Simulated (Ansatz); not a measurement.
Stepwise reaction of `O[Si](O)(F)F` with hydrogen, as a gas-phase model of exchange steps in deposition or etching. ΔE in kJ/mol; ΔG adds harmonic PBE0-D4 terms to CCSD(T)/CBS, at 1 bar.

Computed with Ansatz on PBE0-D4/def2-TZVP structures; ΔE is electronic, products minus reactants. CBS: MP2 limit from def2 TZ/QZ plus the TZ coupled-cluster correction, frozen cores. This one scheme is used for every species. DFT in def2-TZVPP. B3LYP here is the variant with VWN-RPA as its local correlation; programs differ in this. One conformer a species, not always the lowest.

```
step                              reaction  PBE-D4  B3LYP-D4  ωB97M-V  CCSD(T)/CBS  ΔG(400 K)
   2  `O[SiH](O)F` + H₂ → `O[SiH2]O` + H–F   137.9     146.9    147.8        144.2      148.9
```

(1) Give the row of step 1, `O[Si](O)(F)F` + H₂ → `O[SiH](O)F` + H–F. (Best estimate.)

(2) By hand: ΔE of the 2 steps together at CCSD(T)/CBS.

## Answers

(1) Ansatz gave: 
```
step                                  reaction  PBE-D4  B3LYP-D4  ωB97M-V  CCSD(T)/CBS  ΔG(400 K)
   1  `O[Si](O)(F)F` + H₂ → `O[SiH](O)F` + H–F   124.4     133.4    134.8        132.1      131.7
```

(2) (132.1) + (144.2) = 276.3 kJ/mol, or 138.1 kJ/mol a step.

In ΔE each step is higher than the one before. All are uphill at CCSD(T)/CBS. ΔG lies between 131.7 and 148.9 kJ/mol a step. PBE-D4 differs from CCSD(T)/CBS by -7.7 to -6.3 kJ/mol a step. Isolated molecules leave out the surface, adducts and barriers. Largest T1 diagnostic: 0.011.
